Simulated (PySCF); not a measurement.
A structure optimised at PBE0-D3(BJ)/def2-SVP, used in a PySCF frequency run:

```
Si
H 1 1.4899
H 1 1.4899 2 109.33
C 1 1.8342 2 109.95 3 120.79
C 4 1.2169 2 149.55 1 -178.50
H 5 1.0760 2 158.65 1 -179.61
C 1 1.8793 2 109.41 3 -119.81
C 7 1.3339 1 126.31 2 -120.12
H 8 1.0936 7 119.35 1 0.00
H 8 1.0938 9 118.52 7 180.00
Cl 7 1.7475 8 120.93 9 180.00
```

Task: Write its SMILES, formula and point group.

Result: C#C[SiH2]C(=C)Cl, C4H5ClSi, Cs

Task: What are its rotational constants (standard atomic weights)?

Result: 5.8160, 1.1701, 0.98545 GHz
